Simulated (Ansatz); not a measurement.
Input file for Ansatz (an electronic-structure program): R-PBE0/def2-TZVPPD on AsH5 (a complex), monomers drawn apart or pushed together. Files ending in .json are basis or fitting sets from the Basis Set Exchange.

Ansatz 0.2 input:
```yaml
crystal:
  periodic: [false, false, false]
  atoms:
    - {symbol: As, position_ang: [-0.01652219, -0.20099965, -0.24595522]}
    - {symbol: H, position_ang: [-1.13293795, 0.52466262, 0.49771225]}
    - {symbol: H, position_ang: [1.05462639, 0.42673172, 0.63978478]}
    - {symbol: H, position_ang: [-0.13015301, -1.42010948, 0.66334398]}
    - {symbol: H, position_ang: [-0.22379099, 0.02756926, 3.69567855]}
    - {symbol: H, position_ang: [-0.19282363, -0.01092645, 2.95288958]}
basis:
  gaussian:
    orbitals: def2-TZVPPD.json
hamiltonian:
  xc: {name: PBE0}
scf: {lower_state_search: off}
```

Output:

```
WARN ansatz: RAYON_NUM_THREADS=1 ignored (pool sized by the plan → 1); use --threads N
Functional definition: PBE0
these checks for a lower state are left out or cut short: stability, starts, cluster_reference, orbital_swaps, neighbouring_geometries, increment
integrals: 0.04 GiB planned
732 factors; their error is unknown
mean field: 0.43 GiB planned
mean field evaluation 1: about -60913.6463 eV, gradient 1.2e1 eV
mean field evaluation 2: about -60913.8812 eV, gradient 6.5e0 eV
mean field evaluation 4: about -60913.9340 eV, gradient 3.9e-1 eV
mean field evaluation 8: about -60914.1694 eV, gradient 1.6e-2 eV
mean field -60914.16939711 eV, -2238.5544362367 hartree, gradient 6.3e-6 eV, S^2 0.000000; 0 other end points of the search recorded, 0 dependent functions left out
reference -60914.16942444 eV, -2238.5544372413 hartree; 19, 19 occupied and 120, 120 virtual orbitals, 732 factors
Total energy: -60914.16942444 eV, -2238.5544372413 hartree
Checks for a lower state left out: stability, starts, cluster_reference, orbital_swaps, neighbouring_geometries, increment
```

The run converged.

Cost: around 0.8 core-seconds (rough).
